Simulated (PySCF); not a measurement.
Compound: C₇H₈NP.
Structure used (GFN2-xTB), in Å, numbered top down from 1:
```xyz
17
C7H8NP angstrom
C      2.6354   -1.3783   -0.0124
C      1.7244   -0.8008   -0.5300
C      0.6021   -0.0700   -1.0976
N     -0.0693    0.7257   -0.0948
C      0.1047    2.0644    0.0191
P     -0.7630    2.7714    1.3153
C     -1.3621    1.1667    1.7088
C     -0.8895    0.2064    0.8605
C     -1.1920   -1.2530    0.8992
H      3.4428   -1.8924    0.4169
H      0.9690    0.5964   -1.8851
H     -0.1063   -0.7799   -1.5412
H      0.7446    2.5696   -0.6831
H     -2.0278    0.9616    2.5276
H     -0.2739   -1.8390    0.9494
H     -1.7971   -1.4736    1.7738
H     -1.7490   -1.5631    0.0131
```

Theory: PySCF 2.14.0, density-fitted response routines, TDDFT B3LYP/def2-SVPD, vertical, gas phase, core orbitals frozen in the response.

Frontier orbitals with the atoms that hold most of them (Löwdin shares over 4%, at most four atoms; ? is withheld):

```tsv
orbital	ε (eV)	atoms
LUMO+2	0.29	C1 26%, C2 23%, C3 8%, N4 7%
LUMO+1	0.09	C1 15%, C3 14%, C2 13%, H12 12%
LUMO	-0.42	P6 28%, C5 22%, N4 12%, C1 7%
HOMO	-5.91	?
HOMO-1	-6.72	?
HOMO-2	-7.35	P6 66%, C7 13%, C5 9%
HOMO-3	-8.17	C1 42%, C2 40%, C3 7%, H10 4%
```

Task: Give the leading atoms of the HOMO-1.

Result: C7 (bonded to C, P and H) 36%; N4 (bonded to 3 C) 17%; C8 (bonded to 2 C and N) 14%; P6 (bonded to 2 C) 14%. By element: carbon 51% or more, nitrogen 17%, phosphorus 14%.

Task: Which atoms hold the HOMO, and with what shares?

Result: C5 (bonded to N, P and H) 30%; P6 (bonded to 2 C) 29%; C8 (bonded to 2 C and N) 14%; N4 (bonded to 3 C) 10%. By element: carbon 44% or more, phosphorus 29%, nitrogen 10%.

Task: How does S1 compare with the orbital gap of 5.49 eV?

Result: S1 is at 5.05 eV (f = 0.049), 0.44 eV below the gap, made of HOMO→LUMO (71%), HOMO→LUMO+1 (14%), HOMO→LUMO+2 (10%). 

Task: One configuration dominates each of S1 and S2. Which, and how do the shares of the two leading atoms of either orbital change from the occupied to the empty one?

Result: 
- S1 (5.05 eV, f 0.049), HOMO→LUMO (71%): C5 30% → 22%, P6 29% → 28%
- S2 (5.26 eV, f 0.012), HOMO→LUMO+1 (80%): C5 30% → at most 12%, P6 29% → at most 12%, C1 at most 11% → 15%, C3 at most 11% → 14%

Löwdin shares depend on the basis, the more so with diffuse functions.

One conformer stands for the species.
